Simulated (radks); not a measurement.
Cr I, configuration [Ar] 3d5 4s1 (the NIST ground configuration). Calculated with a radial shooting solver on a logarithmic mesh with Libxc functionals: scalar-relativistic Kohn-Sham, exchange-only PBE, spin-polarised, spherical densities, finite nucleus; open shells are filled with parallel spins first; Fermi nuclear charge, rms radius 3.6452 fm.

Normalised radial functions P(r) = r R(r), r in bohr:

```
   r/bohr * 2p down, o 3p down (the largest magnitude, 1.91, reaches the edge; | marks zero, & curves that meet)
 0.003143                             &
 0.003601                             &
 0.004125                             &
 0.004726                             &
 0.005458                             &
 0.006253                             &
 0.007164                             &
 0.008208                             &
 0.009403                             &
  0.01077                             o*
  0.01234                             o*
  0.01414                             o*
   0.0162                             o*
  0.01856                             |o*
  0.02127                             |o*
  0.02436                             |o *
  0.02814                             |o *
  0.03224                             | o *
  0.03693                             | o  *
  0.04231                             | o    *
  0.04848                             |  o    *
  0.05554                             |  o      *
  0.06363                             |   o       *
   0.0729                             |    o        *
  0.08352                             |     o         *
  0.09569                             |     o           *
   0.1096                             |      o             *
   0.1256                             |       o              *
   0.1439                             |       o                *
   0.1662                             |       o                 *
   0.1904                             |      o                   *
   0.2181                             |      o                   *
   0.2499                             |    o                    *
   0.2863                             |  o                    *
    0.328                             o                    *
   0.3758                          o  |                *
   0.4306                       o     |             *
   0.4933                    o        |         *
   0.5651                 o           |      *
   0.6475               o             |    *
   0.7418              o              |  *
   0.8499              o              |*
   0.9815               o             |*
    1.124                o            *
    1.288                   o         *
    1.476                     o       *
    1.691                       o     *
    1.937                         o   *
     2.22                          o  *
    2.543                            o*
    2.913                            o*
    3.338                             &
    3.824                             &
    4.381                             &
     5.06                             &
    5.797                             &
    6.641                             &
    7.609                             &
    8.717                             &
    9.987                             &
    11.44                             &
```

2p down: eigenvalue -558.05 eV, 0 radial nodes, <r> = 0.260 bohr, 90 % of the charge inside 0.426 bohr. 3p down: eigenvalue -40.823 eV, 1 radial node at r = 0.329 bohr, <r> = 0.968 bohr, 90 % of the charge inside 1.50 bohr.
